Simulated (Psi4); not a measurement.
Pair of molecules, SMILES CO with SMILES [GeH4] (the first has 6 atoms); geometry from B3LYP-D3(BJ)/def2-TZVP, rigid monomers moved along the line of their centres of mass till O2···Ge7 is 3.67 Å.
(charge 0, multiplicity 1):
```xyz
11

C     -0.4500     0.1717     0.4887
O      0.7908     0.2818     1.1747
H     -1.2532     0.7080     1.0051
H     -0.7026    -0.8870     0.4658
H     -0.3814     0.5359    -0.5415
H      1.0421     1.2101     1.2146
Ge    -0.0102    -0.1515     4.7274
H     -0.5543    -1.3458     3.9347
H     -0.6032     1.1564     4.1793
H      1.5207    -0.1062     4.6635
H     -0.4443    -0.2928     6.2000
```

Computed with SAPT0/aug-cc-pVDZ run with Psi4.

Problem. Give the four SAPT terms and the total, and say what mostly holds the pair together.

Solution. electrostatics -1.08, exchange 0.87, induction -0.22, dispersion -1.20, total -1.63 kcal/mol; the largest attraction is dispersion.
